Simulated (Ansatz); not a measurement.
C₆H₁₄AlClO, SMILES `CC(C)[O][Al]([Cl])[CH](C)C`, relaxed with RKS PBE0-D4/def2-TZVP in Ansatz 0.2.0 from a PBE-D4/def2-SVP geometry. The force threshold is 0.005 eV/Å; the program also tests the step.

The species carries charge 0 and has multiplicity 1.

Start:

```xyz
23

C     1.990    0.099    1.819
C     0.868    1.011    1.318
C     0.733    2.282    2.156
O    -0.366    0.315    1.352
Al   -1.310   -0.743    0.400
Cl   -3.065   -1.447    1.358
C    -0.923   -1.316   -1.450
C    -2.151   -1.133   -2.363
C     0.341   -0.662   -2.033
H     1.779   -0.231    2.857
H     2.968    0.621    1.809
H     2.077   -0.805    1.181
H     1.106    1.308    0.267
H     0.505    2.022    3.209
H     1.668    2.879    2.133
H    -0.094    2.911    1.772
H    -0.736   -2.412   -1.356
H    -1.969   -1.562   -3.374
H    -3.057   -1.623   -1.952
H    -2.395   -0.059   -2.512
H     1.242   -0.845   -1.411
H     0.229    0.439   -2.130
H     0.563   -1.050   -3.052
```

Problem. By how much does the energy fall, and how many steps does the optimiser take? (Estimate.)

Solution. Computed: 0.10 eV, in 8 steps.

Problem. Which bonds change most? (Best estimate.)

Solution. The calculation gave: O4–Al5 from 1.708 to 1.675 Å; Al5–Cl6 from 2.120 to 2.100 Å; C2–H13 from 1.118 to 1.100 Å; Al5–C7 from 1.975 to 1.958 Å.

Problem. Give the relaxed structure. (Best estimate.)

Solution. Ansatz gave: 
```xyz
23

C     1.983    0.096    1.806
C     0.864    0.988    1.305
C     0.730    2.249    2.136
O    -0.356    0.289    1.346
Al   -1.312   -0.714    0.404
Cl   -3.079   -1.380    1.324
C    -0.917   -1.296   -1.423
C    -2.127   -1.138   -2.346
C     0.327   -0.636   -2.014
H     1.779   -0.221    2.831
H     2.940    0.624    1.789
H     2.077   -0.797    1.182
H     1.087    1.277    0.268
H     0.513    1.991    3.175
H     1.652    2.834    2.107
H    -0.086    2.870    1.761
H    -0.717   -2.374   -1.329
H    -1.922   -1.564   -3.335
H    -3.017   -1.633   -1.950
H    -2.379   -0.084   -2.501
H     1.217   -0.792   -1.398
H     0.195    0.445   -2.125
H     0.547   -1.034   -3.011
```
